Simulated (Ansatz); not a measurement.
Molecular dynamics of H$_{4}$C

Input file:

```yaml
crystal:
  lattice:
    - [7.958114, 0.0, 0.0]
    - [0.0, 7.958114, 0.0]
    - [0.0, 0.0, 7.958114]
  atoms:
    - { symbol: C, position: [0.76940163, 0.64215474, 0.76269143] }
    - { symbol: H, position: [0.87082699, 0.58116976, 0.8333922] }
    - { symbol: H, position: [0.64693666, 0.58387667, 0.77546272] }
    - { symbol: H, position: [0.80446759, 0.62010221, 0.62820216] }
    - { symbol: H, position: [0.74861083, 0.76913481, 0.80532726] }
    - { symbol: C, position: [0.40325877, 0.50319647, 0.05354575] }
    - { symbol: H, position: [0.47480912, 0.62012968, 0.08108744] }
    - { symbol: H, position: [0.28154117, 0.4801306, 0.11674953] }
    - { symbol: H, position: [0.47744508, 0.38685257, 0.05748024] }
    - { symbol: H, position: [0.3730104, 0.51433143, -0.08499499] }
    - { symbol: C, position: [1.03592142, 0.18312024, 0.14002186] }
    - { symbol: H, position: [0.93343411, 0.26746338, 0.08324201] }
    - { symbol: H, position: [1.12035446, 0.22135324, 0.24272395] }
    - { symbol: H, position: [1.12804325, 0.15883783, 0.03604752] }
    - { symbol: H, position: [0.98999985, 0.06913248, 0.19415842] }
    - { symbol: C, position: [0.77932015, 0.03816678, 0.62082739] }
    - { symbol: H, position: [0.80238483, 0.11540338, 0.50602842] }
    - { symbol: H, position: [0.866225, -0.06944595, 0.60323881] }
    - { symbol: H, position: [0.66030875, -0.03309039, 0.62198666] }
    - { symbol: H, position: [0.78686103, 0.10678456, 0.73538927] }
    - { symbol: C, position: [0.1737181, 0.28865482, 0.71704716] }
    - { symbol: H, position: [0.14327178, 0.32010545, 0.85719481] }
    - { symbol: H, position: [0.15488648, 0.16033239, 0.67507028] }
    - { symbol: H, position: [0.29762968, 0.33598036, 0.69354189] }
    - { symbol: H, position: [0.09127908, 0.37137318, 0.6489873] }
    - { symbol: C, position: [0.22950122, 0.83260731, 0.44443923] }
    - { symbol: H, position: [0.29663996, 0.80746968, 0.55945764] }
    - { symbol: H, position: [0.21122655, 0.71484813, 0.37235301] }
    - { symbol: H, position: [0.31095447, 0.91967502, 0.36426436] }
    - { symbol: H, position: [0.11020232, 0.90330649, 0.45815342] }
    - { symbol: C, position: [0.57308862, 0.41762845, 0.42292077] }
    - { symbol: H, position: [0.60422412, 0.38939541, 0.55115266] }
    - { symbol: H, position: [0.48344248, 0.5209563, 0.41878184] }
    - { symbol: H, position: [0.51337207, 0.31036898, 0.36025091] }
    - { symbol: H, position: [0.68290506, 0.45659908, 0.3541523] }
    - { symbol: C, position: [0.6614371, 0.9094877, 0.214803] }
    - { symbol: H, position: [0.7933325, 0.873525, 0.23550563] }
    - { symbol: H, position: [0.59069362, 0.81702065, 0.28281876] }
    - { symbol: H, position: [0.62508612, 0.9310802, 0.08922249] }
    - { symbol: H, position: [0.66433875, 1.02288493, 0.28319062] }
basis:
  ecutwfc: 420.0
kpoints:
  mp_grid: { grid: [1, 1, 1] }
hamiltonian:
  xc: pbe
  dispersion: d3bj
scf:
  occupations: { method: fermi_dirac, width: 0.05 }
  lower_state_search: "off"
md:
  timestep: 0.5
  n_steps: 400
  ensemble: nve
  temperature: 350.0
  initial_velocities: maxwell_boltzmann
  seed: 838976
```

Command:

```bash
$ ansatz run input.yaml --threads 1 --pin off --max-ram 3072MiB --backend cpu --events-out ev --progress --plain --runs-dir out
```

It goes on from the last frame of an earlier run, with new velocities.

Output, in part (step lines):

```
md step     0: t =     0.00 fs  T =   350.0 K  F+E_penalty+E_count = -2525.27049918 eV  E_kin = 1.764399 eV  conserved = -2523.50610020 eV  (8 SCF iters)
md step     1: t =     0.50 fs  T =   354.4 K  F+E_penalty+E_count = -2525.29225752 eV  E_kin = 1.786785 eV  conserved = -2523.50547261 eV  (7 SCF iters)
md step     2: t =     1.00 fs  T =   361.0 K  F+E_penalty+E_count = -2525.32504137 eV  E_kin = 1.820018 eV  conserved = -2523.50502332 eV  (7 SCF iters)
md step     3: t =     1.50 fs  T =   371.0 K  F+E_penalty+E_count = -2525.37550460 eV  E_kin = 1.870340 eV  conserved = -2523.50516451 eV  (7 SCF iters)
md step     4: t =     2.00 fs  T =   383.9 K  F+E_penalty+E_count = -2525.44130652 eV  E_kin = 1.935304 eV  conserved = -2523.50600278 eV  (7 SCF iters)
md step     5: t =     2.50 fs  T =   397.2 K  F+E_penalty+E_count = -2525.50967621 eV  E_kin = 2.002469 eV  conserved = -2523.50720697 eV  (4 SCF iters)
md step     6: t =     3.00 fs  T =   407.5 K  F+E_penalty+E_count = -2525.56238490 eV  E_kin = 2.054173 eV  conserved = -2523.50821198 eV  (4 SCF iters)
md step     7: t =     3.50 fs  T =   411.7 K  F+E_penalty+E_count = -2525.58418271 eV  E_kin = 2.075614 eV  conserved = -2523.50856874 eV  (3 SCF iters)
[... lines left out ...]
```

The steps, from the saved trajectory:

```
time (fs)  T (K)  potential energy less start (eV)  conserved less start (meV/atom)
      0.0    350                             0.000                             0.00
      6.5    354                            -0.018                             0.01
     13.0    340                             0.050                             0.02
     19.5    350                             0.001                            -0.01
     26.0    358                            -0.040                            -0.04
     32.5    367                            -0.089                            -0.03
     39.0    328                             0.112                             0.02
     45.5    381                            -0.158                             0.01
     52.0    332                             0.093                             0.02
     58.5    402                            -0.262                            -0.04
     65.0    358                            -0.039                            -0.01
     71.5    386                            -0.182                            -0.01
     78.0    341                             0.049                             0.04
     84.5    385                            -0.176                             0.01
     91.0    339                             0.053                            -0.02
     97.5    410                            -0.307                            -0.05
    104.0    313                             0.184                             0.00
    110.5    400                            -0.250                             0.00
    117.0    324                             0.134                             0.03
    123.5    391                            -0.207                            -0.03
    130.0    332                             0.090                             0.00
    136.5    373                            -0.115                            -0.01
    143.0    336                             0.069                             0.01
    149.5    374                            -0.122                            -0.01
    156.0    348                             0.011                             0.00
    162.5    398                            -0.240                            -0.01
    169.0    349                             0.007                             0.01
    175.5    427                            -0.389                            -0.03
    182.0    337                             0.067                             0.02
    188.5    432                            -0.414                            -0.02
    195.0    355                            -0.027                            -0.01
```

The run went to its last step. The conserved energy stayed within 0.068 meV per atom of its start (net change -0.03 meV per atom), so the integration is sound. A run of 0.2 ps of so small a system gives no equilibrium averages. Limits of this set-up: coarse k mesh.

Mean squared displacements from the first frame to the last, about the centre of mass: C 0.88 Å², H 3.22 Å².

Last frame:

```xyz
40
Lattice="7.9581 0.0000 0.0000 0.0000 7.9581 0.0000 0.0000 0.0000 7.9581" Properties=species:S:1:pos:R:3
C 6.998 4.816 7.017
H 6.570 5.401 7.794
H 7.225 3.801 7.309
H 7.823 5.302 6.577
H 6.267 4.724 6.197
C 3.284 4.325 0.033
H 3.166 4.769 0.998
H 3.261 3.228 0.225
H 4.338 4.536 -0.325
H 2.445 4.590 -0.617
C 8.313 1.870 1.796
H 7.842 2.817 2.135
H 9.175 1.510 2.404
H 8.667 2.234 0.831
H 7.440 1.141 1.913
C 6.352 0.354 5.279
H 6.406 0.461 6.367
H 6.245 1.373 4.822
H 5.471 -0.220 4.978
H 7.312 -0.160 5.045
C 1.475 2.064 5.561
H 1.192 1.713 4.599
H 2.417 1.589 5.956
H 0.624 1.738 6.243
H 1.630 3.202 5.599
C 1.731 5.972 3.688
H 2.375 5.544 4.515
H 1.950 7.101 3.707
H 0.671 5.813 3.743
H 2.097 5.598 2.713
C 4.494 3.060 3.151
H 4.368 2.433 4.026
H 3.931 2.659 2.330
H 5.503 3.205 2.860
H 4.016 4.001 3.392
C 4.204 7.880 0.286
H 4.358 7.252 1.203
H 4.948 8.687 0.259
H 3.185 8.291 0.465
H 4.135 7.234 -0.627
```

The run took 12 min on 1 thread of Arm Neoverse V1, with other jobs on the host, peak memory 0.43 GiB.
